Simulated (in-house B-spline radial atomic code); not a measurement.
## TDHF excitations of the silicon ion Si⁴⁺

Method: TDHF. Computed with a B-spline radial code for spherical atoms: linear response of the closed shell [He] 2s2 2p6 with bare exchange (time-dependent Hartree-Fock); non-relativistic, point nucleus, no spin-orbit coupling, no double excitations, S, P, D and F terms only. Only terms of natural parity with L up to 3 were computed.

Command:
```bash
python run_td.py task.json out
```
Settings (radii: box in bohr, nucleus in fm):
```
Z                        14
electrons                10
configuration            [He] 2s2 2p6
hamiltonian              nr
method                   hf
box_radius               19.1
intervals                51
```

Run time, properties included: 0.1 s on 1 thread of Intel(R) Xeon(R) 6975P-C (Granite Rapids), on a shared host.

The lowest states, in the order of their Tamm-Dancoff energies; the method's threshold (minus the highest occupied level) is 168.52 eV. Labels give the largest channel, * marks a mixed state, and oscillator strengths are full-response dipole values. Energies in eV:

```json
{"state": "2p → 3s 3P", "full response": "105.35", "Tamm-Dancoff": "105.40", "oscillator strength": "-"}
{"state": "2p → 3s 1P", "full response": "106.63", "Tamm-Dancoff": "106.65", "oscillator strength": "0.248"}
{"state": "2p → 3p 3S", "full response": "113.00", "Tamm-Dancoff": "113.13", "oscillator strength": "-"}
{"state": "2p → 3p 3D", "full response": "?", "Tamm-Dancoff": "?", "oscillator strength": "-"}
{"state": "2p → 3p 1D", "full response": "115.95", "Tamm-Dancoff": "115.97", "oscillator strength": "-"}
{"state": "2p → 3p 1S", "full response": "121.15", "Tamm-Dancoff": "121.58", "oscillator strength": "-"}
{"state": "2p → 3d 3P", "full response": "?", "Tamm-Dancoff": "?", "oscillator strength": "-"}
{"state": "2p → 3d 3F", "full response": "128.22", "Tamm-Dancoff": "128.25", "oscillator strength": "-"}
{"state": "2p → 3d 1F", "full response": "128.75", "Tamm-Dancoff": "128.75", "oscillator strength": "-"}
{"state": "2p → 3d 1P", "full response": "130.19", "Tamm-Dancoff": "130.28", "oscillator strength": "1.1"}
```

**Question.** Where does 2p → 3d 3P lie?

**Answer.** At 127.72 eV in full response, 127.72 eV in Tamm-Dancoff.

**Question.** Where does 2p → 3p 3D lie?

**Answer.** At 115.03 eV in full response, 115.09 eV in Tamm-Dancoff.

**Question.** How large is the singlet-triplet splitting of 2p → 3s (P terms) in Tamm-Dancoff?

**Answer.** 1.25 eV, from the unrounded values.

**Question.** What polarisabilities and dispersion coefficient does the method give?

**Answer.** Dipole 0.1627 bohr³, quadrupole 0.1028 bohr⁵, C6 0.12 hartree·bohr⁶ for two such species.
